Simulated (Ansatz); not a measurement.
The same molecule with X = B, Al, Ga. Ansatz, PBE0-D4/def2-TZVP geometries, multiplicity 1.

Scalar relativity is left out up to krypton.

```
 X           molecule  mean X–H bond length / Å  mean X–S bond length / Å  LUMO energy (PBE/def2-TZVPP) / eV  HOMO–LUMO gap (ωB97M-V/def2-TZVPP) / eV  HOMO energy (ωB97M-V/def2-TZVPP) / eV
 B   `[BH3-][S+](C)C`                     1.211                     1.924                              -0.50                                    12.36                                 -10.07
Ga  `C[S+](C)[GaH3-]`                     1.580                     2.483                              -0.79                                    11.72                                  -9.86
```

Problem. Give the row for X = Al, `C[S+](C)[AlH3-]`. (Estimate.)

Solution. Computed: 
```csv
X,molecule,mean X–H bond length / Å,mean X–S bond length / Å,LUMO energy (PBE/def2-TZVPP) / eV,HOMO–LUMO gap (ωB97M-V/def2-TZVPP) / eV,HOMO energy (ωB97M-V/def2-TZVPP) / eV
Al,`C[S+](C)[AlH3-]`,1.602,2.440,-0.94,11.63,-9.82
```

From B to Ga the mean X–H bond length isn't monotonic: highest at Al, lowest at B; the mean X–S bond length rises at each step, by 0.559 Å in all; the LUMO energy (PBE/def2-TZVPP) isn't monotonic: highest at B, lowest at Al; the HOMO–LUMO gap (ωB97M-V/def2-TZVPP) isn't monotonic: highest at B, lowest at Al; the HOMO energy (ωB97M-V/def2-TZVPP) isn't monotonic: highest at Al, lowest at B.
